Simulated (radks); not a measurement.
Mo+, configuration [Kr] 4d3.25 5p1.75 (fractional occupations, a model configuration). All-electron calculation, scalar-relativistic Kohn-Sham, PBE, spin-unpolarised, spherical densities, point nucleus. Program: a radial shooting solver on a logarithmic mesh with Libxc functionals. Some entries of the table are withheld. Estimate them.

orbital,occ.,eigenvalue (hartree),<1/r> (bohr^-1),r(max) (bohr)
1s,2,(1),43.55,0.02287
2s,2,-103.4517,9.805,0.1296
2p,6,(2),9.532,0.1036
3s,2,-18.07583,3.366,0.3836
3p,6,-14.50051,(3),0.3772
3d,10,-8.68530,(4),0.3226
4s,2,-2.91021,1.238,0.9872
4p,6,-1.94851,1.101,1.067
4d,3.25,(5),(6),1.326
5p,1.75,-0.30669,0.3433,3.227

Answer. 
(1) 1s eigenvalue (hartree): -729.0266
(2) 2p eigenvalue (hartree): -92.54122
(3) 3p <1/r> (bohr^-1): 3.201
(4) 3d <1/r> (bohr^-1): 2.969
(5) 4d eigenvalue (hartree): -0.60911
(6) 4d <1/r> (bohr^-1): 0.7842
